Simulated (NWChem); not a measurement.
**Atomisation of H$_{3}$O$_{4}$Si**

SMILES: [O][Si](O)(O)O
```xyz
8

O     -1.1921     0.8432     0.8621
Si    -0.0269     0.0144    -0.0080
O     -0.7803    -1.1173    -0.9323
O      0.8942     0.9152    -1.0314
O      0.9414    -0.5778     1.1956
H     -0.4669    -1.1996    -1.8414
H      1.4166     1.6331    -0.6553
H      0.5214    -1.1422     1.8569
```
Charge 0, spin multiplicity 2.

All runs are NWChem calculations. The geometry was optimised at UB3LYP/def2-SVP, a minimum by its harmonic frequencies. It is one conformer; others weren't searched.

Basis set: def2-TZVP. The atomisation energy is electronic alone: no zero-point, thermal, spin-orbit or counterpoise terms. No value is extrapolated to the basis-set limit. Free atoms are single determinants with multiplicities O 3, Si 3, H 2. Correlated methods freeze the same cores in atoms and molecule, 9 orbitals in all.

B3LYP has NWChem's definition, with VWN1-RPA local correlation. The structure started from a generated list of species. No SCF solution was tested for a lower state. Open-shell Hartree-Fock references start from PBE0 orbitals.

**Question.** For the atomisation energy, BLYP gives 762.6 kcal/mol and MP2 gives 764.9 kcal/mol. What do PBE, HF, B3LYP give?

**Answer.** PBE: 779.0 kcal/mol; HF: 524.9 kcal/mol; B3LYP: 755.9 kcal/mol.
